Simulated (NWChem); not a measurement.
System: PbH2S2, singlet; SMILES [SH][Pb][SH]

Input file for NWChem:

```
start job
memory heap 200 mb stack 900 mb global 1100 mb
geometry units angstroms noautoz
  Pb    -0.530300     0.014942     0.000000
  S      1.177269     1.905462     0.000000
  H      2.257687     1.093071     0.000000
  S      1.249703    -1.814496     0.000000
  H      0.351962    -2.825612     0.000000
end
basis spherical
  Pb library def2-svp
  S library def2-svp
  H library def2-svp
end
ecp
  Pb library def2-ecp
end
dft
  xc b3lyp
  iterations 150
  mulliken
end
task dft energy
```

NWChem printed, in part:

```
             Northwest Computational Chemistry Package (NWChem) 7.3.0
             --------------------------------------------------------

 CS  symmetry detected

                             Geometry "geometry" -> ""
                             -------------------------

 Output coordinates in angstroms (scale by  1.889725989 to convert to a.u.)

  No.       Tag          Charge          X              Y              Z
 ---- ---------------- ---------- -------------- -------------- --------------
    1 Pb                  82.0000    -0.51263239     0.00996144     0.00000000
    2 S                   16.0000     1.20667897     1.88980883     0.00000000
    3 H                    1.0000     2.28201587     1.07070399     0.00000000
    4 S                   16.0000     1.25594106    -1.83052818     0.00000000
    5 H                    1.0000     0.35191953    -2.83603280     0.00000000

 Effective nuclear repulsion energy (a.u.)     627.2084158926

      Symmetry information
      --------------------

 Group name             Cs
 Group number              2
 Group order               2
 No. of unique centers     5

                                 NWChem DFT Module
                                 -----------------

 Summary of "ao basis" -> "ao basis" (spherical)
 ------------------------------------------------------------------------------
       Tag                 Description            Shells   Functions and Types
 ---------------- ------------------------------  ------  ---------------------
 Pb                         def2-svp                10       26   4s4p2d
 S                          def2-svp                 8       18   4s3p1d
 H                          def2-svp                 3        5   2s1p

      Symmetry analysis of basis
      --------------------------

        a'         52
        a"         20

            General Information
            -------------------
          SCF calculation type: DFT
          Wavefunction type:  closed shell.
          No. of atoms     :     5
          No. of electrons :    56
           Alpha electrons :    28
            Beta electrons :    28
          Charge           :     0
          Spin multiplicity:     1
          Use of symmetry is: on ; symmetry adaption is: on
          Maximum number of iterations: 150
          AO basis - number of functions:    72
                     number of shells:    32
          Convergence on energy requested:  1.00D-06
          Convergence on density requested:  1.00D-05
          Convergence on gradient requested:  5.00D-04

              XC Information
              --------------
                         B3LYP Method XC Potential
                     Hartree-Fock (Exact) Exchange  0.200
                        Slater Exchange Functional  0.800 local
                    Becke 1988 Exchange Functional  0.720 non-local
              Lee-Yang-Parr Correlation Functional  0.810
                  VWN I RPA Correlation Functional  0.190 local

             Grid Information
             ----------------
          Grid used for XC integration:  medium
          Radial quadrature: Mura-Knowles
          Angular quadrature: Lebedev.
          Tag              B.-S. Rad. Rad. Pts. Rad. Cut. Ang. Pts.
          ---              ---------- --------- --------- ---------
          Pb                  1.80      123          10.0       590
          S                   1.00       88          12.0       590
          H                   0.35       45          12.0       434
          Grid pruning is: on
          Number of quadrature shells:   389
          Spatial weights used:  Erf1

      Superposition of Atomic Density Guess
      -------------------------------------

 Sum of atomic energies:       -1015.05328819

      Non-variational initial energy
      ------------------------------

 Total energy =    -987.777961
 1-e energy   =   -1849.612696
 2-e energy   =     654.360937
 HOMO         =      -0.270286
 LUMO         =      -0.039392

      Symmetry analysis of molecular orbitals - initial
      -------------------------------------------------

  Numbering of irreducible representations:

     1 a'          2 a"

  Orbital symmetries:

     1 a'          2 a'          3 a'          4 a'          5 a'
     6 a'          7 a'          8 a'          9 a"         10 a"
    11 a'         12 a'         13 a'         14 a"         15 a'
    16 a'         17 a'         18 a"         19 a"         20 a'
    21 a'         22 a'         23 a'         24 a'         25 a'
    26 a"         27 a"         28 a'         29 a"         30 a'
    31 a'         32 a'         33 a'         34 a'         35 a'
    36 a'         37 a"         38 a'

     ---------------------------------------------
      Total Density - Mulliken Population Analysis
     ---------------------------------------------

    Atom       Charge   Shell Charges
 -----------   ------   -------------------------------------------------------
    1 Pb  22    20.96   2.99 -0.94  1.21  0.67  3.37  2.62  0.58  0.40  9.73  0.33
    2 S   16    16.72   2.00  1.99  1.21  0.66  5.94  1.85  3.04  0.02
    3 H    1     0.80   0.58  0.19  0.03
    4 S   16    16.72   2.00  1.99  1.21  0.66  5.94  1.85  3.04  0.02
    5 H    1     0.80   0.58  0.19  0.03

   convergence    iter        energy       DeltaE   RMS-Dens  Diis-err
 ---------------- ----- ----------------- --------- --------- ---------
 d= 0,ls=0.0,diis     1   -990.3100350750 -1.20D+03  2.56D-02  4.05D-01
 d= 0,ls=0.0,diis     2   -990.1806923954  1.29D-01  1.67D-02  9.82D-01
 d= 0,ls=0.0,diis     3   -990.3736119338 -1.93D-01  3.27D-03  3.81D-02
 d= 0,ls=0.0,diis     4   -990.3810155484 -7.40D-03  6.84D-04  1.87D-03
 d= 0,ls=0.0,diis     5   -990.3812992044 -2.84D-04  3.12D-04  1.95D-04
  Resetting Diis
 d= 0,ls=0.0,diis     6   -990.3813260693 -2.69D-05  1.16D-04  5.26D-05
 d= 0,ls=0.0,diis     7   -990.3813364694 -1.04D-05  3.65D-05  8.63D-07
 d= 0,ls=0.0,diis     8   -990.3813362253  2.44D-07  2.32D-05  2.12D-06
 d= 0,ls=0.0,diis     9   -990.3813366599 -4.35D-07  3.25D-06  4.39D-08

         Total DFT energy =     -990.381336659868
      One electron energy =    -1851.721711393083
           Coulomb energy =      722.146130916602
    Exchange-Corr. energy =      -68.279554117083
 Nuclear repulsion energy =      207.473797933696

 Numeric. integr. density =       56.000002259824

                  Occupations of the irreducible representations
                  ----------------------------------------------

                     irrep           alpha         beta
                     --------     --------     --------
                     a'               21.0         21.0
                     a"                7.0          7.0

                       DFT Final Molecular Orbital Analysis
                       ------------------------------------

 Vector   26  Occ=2.000000D+00  E=-2.660403D-01  Symmetry=a"
              MO Center=  9.5D-01, -1.7D-01,  3.3D-16, r^2= 4.7D+00
   Bfn.  Coefficient  Atom+Function         Bfn.  Coefficient  Atom+Function
  ----- ------------  ---------------      ----- ------------  ---------------
    62      0.425629  4 S  pz                39      0.372917  2 S  pz
    59      0.300954  4 S  pz                36      0.265913  2 S  pz
    13      0.203895  1 Pb pz                16      0.190999  1 Pb pz
    56      0.172989  4 S  pz                33      0.152738  2 S  pz
    10     -0.075220  1 Pb pz                 7     -0.073659  1 Pb pz

 Vector   27  Occ=2.000000D+00  E=-2.564782D-01  Symmetry=a'
              MO Center=  3.8D-01, -1.0D-01, -4.5D-15, r^2= 5.3D+00
   Bfn.  Coefficient  Atom+Function         Bfn.  Coefficient  Atom+Function
  ----- ------------  ---------------      ----- ------------  ---------------
    11     -0.334115  1 Pb px                60      0.313437  4 S  px
     3      0.311281  1 Pb s                 38      0.280642  2 S  py
     4      0.236329  1 Pb s                 57      0.230330  4 S  px
     1     -0.210350  1 Pb s                 37      0.207616  2 S  px
    61     -0.205091  4 S  py                35      0.187038  2 S  py

 Vector   28  Occ=2.000000D+00  E=-2.419035D-01  Symmetry=a"
              MO Center=  1.2D+00,  1.9D-01,  2.2D-15, r^2= 4.8D+00
   Bfn.  Coefficient  Atom+Function         Bfn.  Coefficient  Atom+Function
  ----- ------------  ---------------      ----- ------------  ---------------
    39      0.493566  2 S  pz                62     -0.452336  4 S  pz
    36      0.335461  2 S  pz                59     -0.305504  4 S  pz
    33      0.192751  2 S  pz                56     -0.175564  4 S  pz
    18     -0.071905  1 Pb d -1              23      0.046753  1 Pb d -1

 Vector   29  Occ=0.000000D+00  E=-9.564889D-02  Symmetry=a"
              MO Center= -2.8D-01,  1.4D-02, -2.8D-15, r^2= 4.4D+00
   Bfn.  Coefficient  Atom+Function         Bfn.  Coefficient  Atom+Function
  ----- ------------  ---------------      ----- ------------  ---------------
    16      0.562937  1 Pb pz                13      0.551718  1 Pb pz
    39     -0.284303  2 S  pz                62     -0.279566  4 S  pz
    10     -0.185766  1 Pb pz                 7     -0.180222  1 Pb pz
    36     -0.157425  2 S  pz                59     -0.154533  4 S  pz
    33     -0.090171  2 S  pz                56     -0.088453  4 S  pz

 Vector   30  Occ=0.000000D+00  E=-3.051325D-02  Symmetry=a'
              MO Center= -3.1D-01, -5.5D-03, -6.7D-16, r^2= 5.6D+00
   Bfn.  Coefficient  Atom+Function         Bfn.  Coefficient  Atom+Function
  ----- ------------  ---------------      ----- ------------  ---------------
    15      0.828522  1 Pb py                30     -0.415329  2 S  s
    12      0.399439  1 Pb py                60     -0.352266  4 S  px
    46      0.333798  3 H  s                 53      0.331451  4 S  s
    61      0.323021  4 S  py                14     -0.251450  1 Pb px
    38      0.210284  2 S  py                57     -0.158966  4 S  px

 Vector   31  Occ=0.000000D+00  E=-1.812814D-02  Symmetry=a'
              MO Center= -3.6D-01,  1.3D-01, -1.6D-15, r^2= 5.5D+00
   Bfn.  Coefficient  Atom+Function         Bfn.  Coefficient  Atom+Function
  ----- ------------  ---------------      ----- ------------  ---------------
    14      0.812435  1 Pb px                 3      0.507545  1 Pb s
    37      0.417790  2 S  px                11      0.385099  1 Pb px
    38      0.347665  2 S  py                15      0.299354  1 Pb py
    30     -0.281602  2 S  s                 61     -0.273943  4 S  py
     1     -0.240875  1 Pb s                 53     -0.233889  4 S  s

     ---------------------------------------------
      Total Density - Mulliken Population Analysis
     ---------------------------------------------

    Atom       Charge   Shell Charges
 -----------   ------   -------------------------------------------------------
    1 Pb  22    21.55   3.01 -0.94  1.36  0.49  3.37  2.65  0.95  0.56  9.67  0.43
    2 S   16    16.29   2.00  1.98  1.26  0.63  5.93  1.79  2.66  0.03
    3 H    1     0.93   0.71  0.18  0.03
    4 S   16    16.29   2.00  1.98  1.26  0.64  5.93  1.79  2.66  0.03
    5 H    1     0.94   0.72  0.19  0.03

     -------------------------------------------
      Total Density - Lowdin Population Analysis
     -------------------------------------------

    Atom       Charge   Shell Charges
 -----------   ------   -------------------------------------------------------
    1 Pb  22    21.84   1.49  0.48  1.12  0.78  3.09  2.71  1.10  0.85  9.30  0.92
    2 S   16    16.05   2.00  1.95  1.00  0.70  5.81  1.89  2.66  0.04
    3 H    1     1.02   0.62  0.32  0.08
    4 S   16    16.06   2.00  1.95  1.01  0.71  5.81  1.88  2.66  0.04
    5 H    1     1.03   0.62  0.32  0.08

     Multipole analysis of the density
     ---------------------------------

     L   x y z        total         alpha         beta         nuclear
     -   - - -        -----         -----         ----         -------
     0   0 0 0      0.000000    -28.000000    -28.000000     56.000000

     1   1 0 0     -1.115374    -29.619730    -29.619730     58.124085
     1   0 1 0     -0.421122      0.354171      0.354171     -1.129464
     1   0 0 1      0.000000      0.000000      0.000000      0.000000

     2   2 0 0    -40.980237   -126.994006   -126.994006    213.007774
     2   1 1 0      0.847648     -1.423626     -1.423626      3.694899
     2   1 0 1     -0.000000     -0.000000     -0.000000      0.000000
     2   0 2 0    -43.798504   -236.068559   -236.068559    428.338613
     2   0 1 1      0.000000      0.000000      0.000000      0.000000
     2   0 0 2    -40.747240    -20.373620    -20.373620      0.000000
```

Level: B3LYP/def2-SVP with def2 effective core potentials on Pb. Low-valent species are run as closed-shell singlets; no triplet was tried in these runs. The geometry was optimised at PBE0/def2-SVP. def2 effective core potentials on Pb; no spin-orbit coupling.
